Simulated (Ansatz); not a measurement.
Consider the atomization: `C=C[SiH2][AsH2]` → As• + 2 C• + 7 H• + Si•.

Calculated with Ansatz (gas phase, PBE0-D4/def2-TZVP geometries, no zero-point term in ΔE). CBS: MP2 limit from def2 TZ/QZ plus the TZ coupled-cluster correction, frozen cores. This one scheme is used for every species, atoms too. DFT in def2-TZVPP. No spin–orbit coupling; open shells (•) take unrestricted orbitals. Spin–orbit coupling would lower the free atoms: a little for C, Si. For As outer-core shells are correlated without core-valence functions, so the limit isn't a true one: a few kJ/mol of doubt a bond, and 10 to 20 or more in all where bonds break to atoms. Scalar relativity is left out up to krypton. One conformer a species, not always the lowest.

`C=C[SiH2][AsH2]`:

```xyz
11

C    -1.115    1.266   -1.062
C    -0.461    0.117   -0.907
Si    1.079   -0.042    0.118
As    0.824   -1.426    2.024
H    -0.765    2.188   -0.606
H    -2.026    1.338   -1.649
H    -0.862   -0.775   -1.385
H     1.487    1.311    0.584
H     2.187   -0.638   -0.679
H     0.176   -2.530    1.198
H    -0.525   -0.808    2.365
```

CCSD(T)/CBS gives +888.2 kcal/mol.

**Question.** Another level gave +882.7 kcal/mol. Which?
A. HF/def2-TZVPP
B. PBE0/def2-TZVPP
C. CCSD/def2-TZVPP
D. r2SCAN/def2-TZVPP

**Answer.** B. PBE0 882.7, CCSD/def2-TZVPP 854.3, r2SCAN 888.8, HF/def2-TZVPP 651.6 kcal/mol.

Largest T1 diagnostic among the species: 0.012.

In def2-TZVPP, CCSD(T) changes the Hartree–Fock value by +214.8 kcal/mol (the triples alone add +12.1 kcal/mol) and MP2 by +214.0 kcal/mol; breaking electron pairs costs correlation energy, which Hartree–Fock lacks. The D4 term adds +9.4 kcal/mol with B3LYP and +5.0 kcal/mol with PBE0; it sums over pairs of atoms, weighted by their polarisabilities, and B3LYP, whose exchange is more repulsive, gets the larger term.

B3LYP here is the variant with VWN-RPA as its local correlation; programs differ in this.

For atomizations the MP2-based limit and the directly extrapolated one differ by several kJ/mol either way, and by 10 to 25 for some Ge, Se and Sn compounds, so smaller differences from it don't rank the levels.
